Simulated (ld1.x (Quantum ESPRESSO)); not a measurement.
Tc, TM semilocal: configuration errors across variants

* Element: technetium
* Generator: ld1.x (Quantum ESPRESSO) 7.5
* Type: norm-conserving Troullier–Martins (semilocal form)
* Functional: BLYP
* Relativity: scalar-relativistic
* Frozen core: [Ar] 3d10 4s2
* Valence charge: 13
* Reference configuration: 4p6 4d5 5s2 5p0
* Partial waves: 4p (bound): rc 1.20 bohr; 4d (bound): rc 1.60 bohr; 5s (bound): rc 2.30 bohr
* Local potential: the s channel
* Core correction: Bessel-smoothed model core inside 0.75 bohr

All-electron excitation energies from the reference (eV): (1) 4p6 4d5 5s1 5p0 8.123; (2) 4p6 4d5 5s0 5p0 23.095; (3) 4p6 4d4 5s0 5p0 51.704; (4) 4p6 4d5 5s0 5p1 12.717; (5) 4p5 4d5 5s2 5p0 51.296; (6) 4p6 4d4 5s2 5p1 6.521; (7) 4p6 4d5 5s0 5p2 7.760.

In the semilocal form every listed channel keeps its own potential, so the choice of the local channel does not act on these tests. It acts once the file is put into the separable form.

A semilocal file is local in each channel, so a ghost entry of none says nothing of the separable form that plane-wave codes build from it.

2 further variants failed, have other tests or another functional or relativity, and are left out.

A true bound ghost makes a file unfit for plane-wave use even where its test errors are small: the radial tests pick states by their node count and pass the ghost by.

Errors AE − PS in meV (a dash: test not solved or not reliable):

| change | (1) | (2) | (3) | (4) | (5) | (6) | (7) | bound ghosts |
| --- | --- | --- | --- | --- | --- | --- | --- | --- |
| base | -5.0 | -28 | +32 | +2.9 | -57 | +21 | +16 | none |
| wave 5s (bound): rc 2.30 bohr becomes 5s (bound): rc 2.28 bohr | -4.6 | -26 | +28 | +4.3 | -45 | +24 | +18 | none |
| all radii but the core radius scaled by about 1.11 (s 2.56, p 1.34, d 1.78 bohr) | -5.7 | -30 | +42 | +15 | -90 | +27 | +34 | none |
| wave 4d (bound): rc 1.60 bohr becomes 4d (bound): rc 1.28 bohr | -5.0 | -28 | +34 | +2.8 | -52 | +21 | +16 | none |
| local potential the d channel | -5.0 | -28 | +32 | +2.8 | -57 | +21 | +16 | none |

Q: Give the same row for: form changed from semilocal to separable (Kleinman–Bylander), still TM; local potential the d channel.

A: -4.9, -28, +32, -25, -75, -6.2, -22; bound ghosts: s.
